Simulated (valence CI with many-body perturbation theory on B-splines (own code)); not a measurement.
**Ru12+: what the settings do**

Calculated by configuration interaction combined with many-body perturbation theory (CI+MBPT): four valence electrons over a frozen Dirac-Fock core [Ar] 3d10, radial functions for each j: 6 s, 6 p, 5 d, 3 f, 1 g, with the one-electron correlation potential Σ1, the two-electron term Σ2, the three-electron term Σ3, Breit, model QED; selected CI, second order for the rest, scaled by the run's own slope (own B-spline code, finite nucleus).

No measured spectrum was set against this ion. As an estimate, levels hold to about 250 cm⁻¹ or 0.2 % of their energy and the worst to 1 %, as in measured heavy ions of charge 2 to 7; those with d or f electrons hold less well.

The reference run has the lowest level 4s²4p² ³P_0 and an ionisation energy of 272.584 eV. Its largest variational space holds 9995 state functions.

Names give the largest LS component (configuration and term), which can be under half, so a name can repeat, a term be missing and a line seem to break the LS rules; names also repeat where a configuration has a term twice.

Changed runs:
A. factor on the speed of light 1 → 10; QED terms on → off
B. Davidson tolerance 2e-05 → 0.0003
C. cutoff of virtual states (hartree) 3872 → 840
D. scale of Σ2 1 → 3 (bad on purpose)

Excitation energies of the reference run in cm⁻¹, and shifts in cm⁻¹:

```
                 Level  Reference       A  B       C       D
           4s²4p² ³P_1      25955  -25834  0    -6.4    +591
           4s²4p² ³P_2      37414  -37059  0    -7.1    +277
           4s²4p² ¹D_2      74098  -52118  0     -13    +397
           4s²4p² ¹S_0     107485  -52588  0     -13    -943
           4s4p³ ⁵S°_2     241518  -65309  0     +14   +7031
           4s4p³ ³D°_1     295620  -60069  0     +11   +2214
           4s4p³ ³D°_2     298029  -62474  0    +9.2   +3079
           4s4p³ ³D°_3     308458  -72895  0    +6.7   +3352
           4s4p³ ³P°_0     336889  -72769  0    +7.0   +1237
           4s4p³ ³P°_1     340735  -76615  0    +5.7    +806
           4s4p³ ³P°_2     344907  -80785  0    +3.1    +645
           4s4p³ ¹D°_2     380946  -79672  0    -5.2   -2139
Ionisation energy (eV)    272.584  -3.314  0  -0.009  -0.223
```

No effect on these energies: B.
